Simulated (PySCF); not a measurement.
PySCF input file for sulfur tetrafluoride (F4S), SMILES FS(F)(F)F, TDA-B3LYP/def2-SVPD. The structure is a stationary point at TPSSh-D3(BJ)/def2-SVP.

```python
import numpy as np
from pyscf import gto, scf, dft, tdscf

mol = gto.M(
    atom='''
    F     1.23354103    0.00000001    0.62218938
    S     0.00000000   -0.00000000   -0.39029676
    F     0.00000001   -1.66789100   -0.27525893
    F    -0.00000000    1.66789100   -0.27525893
    F    -1.23354103   -0.00000001    0.62218938
    ''',
    basis='def2-SVPD',
    charge=0,
    spin=0,
    symmetry=True,
    max_memory=1600,
    verbose=4,
)
mf = dft.RKS(mol, xc='b3lyp').density_fit(auxbasis='def2-universal-jkfit')
mf.grids.level = 3
mf.conv_tol = 1e-9
mf.max_cycle = 100
mf.kernel()
mf.grids = dft.Grids(mol).set(level=1).build(with_non0tab=True)  # coarser grid for the response kernel
td = tdscf.TDA(mf)
td.singlet = True
td.nstates = 10
td.conv_tol = 1e-4
td.positive_eig_threshold = 1e-6
td.kernel(x0=td.get_init_guess(mf, 15))
td.analyze()
tt = tdscf.TDA(mf)
tt.singlet = False
tt.nstates = 4
tt.conv_tol = 1e-4
tt.positive_eig_threshold = 1e-6
tt.kernel(x0=tt.get_init_guess(mf, 9))
tt.analyze(verbose=3)
```

Program output:

```
PySCF version 2.14.0

[INPUT] verbose = 4
[INPUT] num. atoms = 5
[INPUT] num. electrons = 52
[INPUT] charge = 0
[INPUT] spin (= nelec alpha-beta = 2S) = 0
[INPUT] symmetry True subgroup None
[INPUT] Mole.unit = angstrom
[INPUT] Symbol           X                Y                Z      unit          X                Y                Z       unit  Magmom
[INPUT]  1 F      1.233541030000   0.000000010000   0.622189380000 AA    2.331054710114   0.000000018897   1.175767525813 Bohr   0.0
[INPUT]  2 S      0.000000000000   0.000000000000  -0.390296760000 AA    0.000000000000   0.000000000000  -0.737553983705 Bohr   0.0
[INPUT]  3 F      0.000000010000  -1.667891000000  -0.275258930000 AA    0.000000018897  -3.151857195627  -0.520163991041 Bohr   0.0
[INPUT]  4 F      0.000000000000   1.667891000000  -0.275258930000 AA    0.000000000000   3.151857195627  -0.520163991041 Bohr   0.0
[INPUT]  5 F     -1.233541030000  -0.000000010000   0.622189380000 AA   -2.331054710114  -0.000000018897   1.175767525813 Bohr   0.0

nuclear repulsion = 292.735845943916
point group symmetry = C2v
symmetry origin: [ 3.27067986e-09  3.27169255e-17 -2.18045325e-09]
symmetry axis x: [ 1.00000000e+00 -3.17079690e-09 -1.49057631e-09]
symmetry axis y: [-3.17079690e-09 -1.00000000e+00 -1.02200879e-16]
symmetry axis z: [ 1.49057631e-09 -7.30849842e-18  1.00000000e+00]
num. orbitals of irrep A1 = 45
num. orbitals of irrep A2 = 16
num. orbitals of irrep B1 = 29
num. orbitals of irrep B2 = 29
number of shells = 47
number of NR pGTOs = 177
number of NR cGTOs = 119
basis = def2-SVPD
ecp = {}


[settings echo left out]
init E= -797.770736099355
HOMO (A1) = -0.341904329296269  LUMO (B1) = -0.0779815382671534  gap/eV = 7.18170
cycle= 1 E= -796.887293321499  delta_E= 0.883  |g|= 1.04  |ddm|= 2.54
HOMO (A1) = -0.327932433922633  LUMO (B1) = -0.187509887584  gap/eV = 3.82109
cycle= 2 E= -796.360796884076  delta_E= 0.526  |g|= 2.06  |ddm|= 2.24
HOMO (A1) = -0.38455746671423  LUMO (B1) = -0.116703348196272  gap/eV = 7.28868
cycle= 3 E= -797.089868261078  delta_E= -0.729  |g|= 0.16  |ddm|= 1.42
HOMO (A1) = -0.367086458555099  LUMO (B1) = -0.110602655112736  gap/eV = 6.97928
cycle= 4 E= -797.092432492713  delta_E= -0.00256  |g|= 0.107  |ddm|= 0.175
HOMO (A1) = -0.371392023462877  LUMO (B1) = -0.108390576777762  gap/eV = 7.15663
cycle= 5 E= -797.094232590039  delta_E= -0.0018  |g|= 0.0164  |ddm|= 0.0723
HOMO (A1) = -0.372517316350612  LUMO (B1) = -0.10968554215433  gap/eV = 7.15202
cycle= 6 E= -797.094278951329  delta_E= -4.64e-05  |g|= 0.00163  |ddm|= 0.0135
HOMO (A1) = -0.372231358709243  LUMO (B1) = -0.10926167527451  gap/eV = 7.15577
cycle= 7 E= -797.094279625766  delta_E= -6.74e-07  |g|= 0.000369  |ddm|= 0.00248
HOMO (A1) = -0.372314822040214  LUMO (B1) = -0.109338881951836  gap/eV = 7.15594
cycle= 8 E= -797.094279660198  delta_E= -3.44e-08  |g|= 7.83e-05  |ddm|= 0.000536
HOMO (A1) = -0.372313558051627  LUMO (B1) = -0.109343145365204  gap/eV = 7.15579
cycle= 9 E= -797.094279661469  delta_E= -1.27e-09  |g|= 1.01e-05  |ddm|= 8.06e-05
HOMO (A1) = -0.372312367314195  LUMO (B1) = -0.109343037894738  gap/eV = 7.15576
cycle= 10 E= -797.094279661493  delta_E= -2.36e-11  |g|= 1.46e-06  |ddm|= 1.53e-05
HOMO (A1) = -0.372312337765737  LUMO (B1) = -0.109342680172362  gap/eV = 7.15577
Extra cycle  E= -797.094279661488  delta_E= 4.55e-12  |g|= 2.48e-06  |ddm|= 2.61e-06
converged SCF energy = -797.094279661488
tot grids = 27520
Overwritten attributes  positive_eig_threshold  of <class 'pyscf.tdscf.rks.TDA'>


******** <class 'pyscf.tdscf.rks.TDA'> for <class 'pyscf.df.df_jk.DFSymAdaptedRKS'> ********
nstates = 10 singlet
deg_eia_thresh = 1.000e-03
wfnsym = None
conv_tol = 0.0001
eigh lindep = 1e-12
eigh level_shift = 0
eigh max_cycle = 100


Excitation energies (eV)
[6.40275792 7.47760222 7.52069521 7.61896318 8.07975705 8.22085012
 9.01316482 9.16810642 9.20860373 9.37048879]

** Singlet excitation energies and oscillator strengths **
Excited State   1:   B1      6.40276 eV    193.64 nm  f=0.0491
      26 -> 27       -0.69214
Excited State   2:   A2      7.47760 eV    165.81 nm  f=0.0000
      24 -> 27       -0.70601
Excited State   3:   B2      7.52070 eV    164.86 nm  f=0.0102
      25 -> 27        0.68878
      26 -> 29        0.11361
Excited State   4:   A1      7.61896 eV    162.73 nm  f=0.0375
      26 -> 28        0.69616
Excited State   5:   B1      8.07976 eV    153.45 nm  f=0.0034
      22 -> 27        0.70203
Excited State   6:   A1      8.22085 eV    150.82 nm  f=0.0001
      22 -> 28       -0.17460
      23 -> 27        0.67246
Excited State   7:   A2      9.01316 eV    137.56 nm  f=0.0000
      20 -> 27        0.13881
      25 -> 28        0.68775
Excited State   8:   A1      9.16811 eV    135.23 nm  f=0.0107
      21 -> 27        0.69695
Excited State   9:   B2      9.20860 eV    134.64 nm  f=0.0093
      24 -> 28        0.61363
      26 -> 29        0.32580
Excited State  10:   A2      9.37049 eV    132.31 nm  f=0.0000
      20 -> 27       -0.69137
      25 -> 28        0.13963

** Transition electric dipole moments (AU) **
state          X           Y           Z        Dip. S.      Osc.
  1        -0.5592     -0.0000     -0.0000      0.3127      0.0491
  2        -0.0000     -0.0000      0.0000      0.0000      0.0000
  3         0.0000     -0.2348     -0.0000      0.0551      0.0102
  4         0.0000     -0.0000      0.4484      0.2011      0.0375
  5         0.1313      0.0000     -0.0000      0.0172      0.0034
  6         0.0000     -0.0000     -0.0209      0.0004      0.0001
  7         0.0000     -0.0000      0.0000      0.0000      0.0000
  8         0.0000     -0.0000      0.2184      0.0477      0.0107
  9         0.0000      0.2035     -0.0000      0.0414      0.0093
 10        -0.0000     -0.0000     -0.0000      0.0000      0.0000

** Transition velocity dipole moments (imaginary part, AU) **
state          X           Y           Z        Dip. S.      Osc.
  1         0.0221      0.0000      0.0000      0.0005      0.0014
  2         0.0000     -0.0000      0.0000      0.0000      0.0000
  3        -0.0000     -0.0024     -0.0000      0.0000      0.0000
  4         0.0000     -0.0000      0.0805      0.0065      0.0154
  5        -0.0132     -0.0000      0.0000      0.0002      0.0004
  6         0.0000     -0.0000     -0.0131      0.0002      0.0004
  7         0.0000      0.0000     -0.0000      0.0000      0.0000
  8         0.0000     -0.0000      0.0195      0.0004      0.0007
  9        -0.0000      0.0381      0.0000      0.0014      0.0029
 10         0.0000      0.0000      0.0000      0.0000      0.0000

** Transition magnetic dipole moments (imaginary part, AU) **
state          X           Y           Z
  1         0.0000     -0.8548     -0.0000
  2        -0.0000     -0.0000      0.0715
  3         0.3121     -0.0000     -0.0000
  4        -0.0000     -0.0000      0.0000
  5         0.0000     -0.0305     -0.0000
  6        -0.0000      0.0000      0.0000
  7         0.0000      0.0000     -0.3459
  8        -0.0000      0.0000     -0.0000
  9        -0.2873     -0.0000     -0.0000
 10         0.0000     -0.0000     -0.6644


******** <class 'pyscf.tdscf.rks.TDA'> for <class 'pyscf.df.df_jk.DFSymAdaptedRKS'> ********
nstates = 4 triplet
deg_eia_thresh = 1.000e-03
wfnsym = None
conv_tol = 0.0001
eigh lindep = 1e-12
eigh level_shift = 0
eigh max_cycle = 100


Excitation energies (eV)
[4.67205432 6.99670666 7.01904347 7.25247579]

** Triplet excitation energies and oscillator strengths **
Excited State   1:   B1      4.67205 eV    265.37 nm  f=0.0000
Excited State   2:   B2      6.99671 eV    177.20 nm  f=0.0000
Excited State   3:   A1      7.01904 eV    176.64 nm  f=0.0000
Excited State   4:   A2      7.25248 eV    170.95 nm  f=0.0000
```

The run converged.

Cost: roughly 60 core-seconds.
